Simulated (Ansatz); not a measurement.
C₈H₁₆N₂O (relaxed from a model of 1-butyl-3-methylimidazolium hydroxide, whose bonding it doesn't keep), 27 atoms. Hardware: 4 threads of AMD EPYC 7R43 on a shared host.

Q: How many basis functions does each of these Ansatz runs have, and roughly what does it cost? PBE-D4/def2-TZVP, charge 1 doublet at the geometry of the charge 0 singlet, energy, from earlier orbitals; PBE-D4/def2-SVP, charge 0 singlet, relaxation, 15 steps; PBE-D4/def2-TZVP, charge 0 triplet at the geometry of the charge 0 singlet, energy, from earlier orbitals; LDA (SPW92)/def2-TZVP, charge 0 singlet, energy, from earlier orbitals; r2SCANh-D4/def2-TZVP, charge 0 singlet, energy, from earlier orbitals; PBE-D4/def2-TZVP, charge -1 doublet at the geometry of the charge 0 singlet, energy, from earlier orbitals; PBE0-D4/def2-TZVP, charge 0 singlet, energy and forces, from earlier orbitals; PBE0-D4/def2-TZVP, charge -1 doublet, energy, from earlier orbitals; PBE-D4/def2-TZVP, charge -1 doublet, energy, from earlier orbitals; HF/6-31G, charge 0 singlet, energy; PBE0-D4/def2-TZVP, charge -1 doublet at the geometry of the charge 0 singlet, energy; PBE-D4/def2-TZVP, charge 0 singlet, energy and forces, from earlier orbitals.

A: Other jobs shared the machine, so times can vary by a factor of up to 3. A dash marks memory too small to be measured apart from the calling script's.

```csv
run,functions,fitting or Cholesky vectors,wall time,peak host memory (GiB)
"HF/6-31G, charge 0 singlet, energy",131,1867,1.4 s,–
"LDA (SPW92)/def2-TZVP, charge 0 singlet, energy, from earlier orbitals",437,2605,4 s,0.99
"PBE-D4/def2-TZVP, charge 0 singlet, energy and forces, from earlier orbitals",437,2605,8 s,1
"PBE-D4/def2-TZVP, charge 0 triplet at the geometry of the charge 0 singlet, energy, from earlier orbitals",437,2605,15 s,1.1
"PBE-D4/def2-TZVP, charge 1 doublet at the geometry of the charge 0 singlet, energy, from earlier orbitals",437,2605,16 s,1.1
"r2SCANh-D4/def2-TZVP, charge 0 singlet, energy, from earlier orbitals",437,2605,18 s,2
"PBE-D4/def2-TZVP, charge -1 doublet at the geometry of the charge 0 singlet, energy, from earlier orbitals",437,2605,18 s,1.2
"PBE-D4/def2-TZVP, charge -1 doublet, energy, from earlier orbitals",437,2605,18 s,1.1
"PBE0-D4/def2-TZVP, charge 0 singlet, energy and forces, from earlier orbitals",437,2605,21 s,2
"PBE-D4/def2-SVP, charge 0 singlet, relaxation, 15 steps",234,2679,40 s,–
"PBE0-D4/def2-TZVP, charge -1 doublet at the geometry of the charge 0 singlet, energy",437,2605,44 s,2.5
"PBE0-D4/def2-TZVP, charge -1 doublet, energy, from earlier orbitals",437,2605,54 s,2.5
```
